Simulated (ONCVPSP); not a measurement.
# ytterbium (Yb): ONCV pseudisation with PBE, scalar-relativistic reference atom.

ONCVPSP 4.0.1 input, shortened (lines: element, Z, core and valence counts, functional; n l f; lmax; l rc ep ncon nbas qcut; lloc lpopt rc5 dvloc0; l nproj debl; icmod fcfact rcfact), PBE, scalar-relativistic:

```
  Yb 70.00   10    4        4      upf
    1    0    2.00
    2    0    2.00
    2    1    6.00
    3    0    2.00
    3    1    6.00
    3    2   10.00
    4    0    2.00
    4    1    6.00
    4    2   10.00
    4    3   13.00
    5    0    2.00
    5    1    6.00
    5    2    1.00
    6    0    2.00
    2
    0    2.70    0.00    4    8    6.20
    1    2.14    0.00    5    9    7.50
    2    2.70    0.00    4    7    5.30
    4    5    2.02    6.00
    0    2    1.20
    1    3    0.40
    2    2    1.20
    3    3.00    1.60
```

In the p channel the program set the typed energies aside and used -1.140, 0.250, 0.650 Ha.

All-electron outer shells of the reference configuration (PBE, scalar-relativistic, ld1.x):

```csv
shell,level (eV),outermost node (bohr),outermost maximum (bohr)
5s,-59.34,0.58,1.07
5p,-31.02,0.62,1.22
4f,-9.61,–,0.48
6s,-4.57,1.44,3.12
5d,-1.86,0.70,1.85
```

Results:

```
Cutoffs needed             : 16 Ha and 21 Ha (the cutoffs (Ha) at which the residual kinetic energy of the hardest occupied pseudo-wave falls to 1 and 0.1 mHa per electron)
Ghost test                 : no bound ghost flagged; no localised positive-energy state flagged
Configuration tests        : 1 of 4 tests not solved or not reliable
rms error of d²Exc/dni dnj : 7.90 mHa without and 1.33 mHa with the model core
```

Generation and tests took about 5.6 s on one core of a shared server CPU.
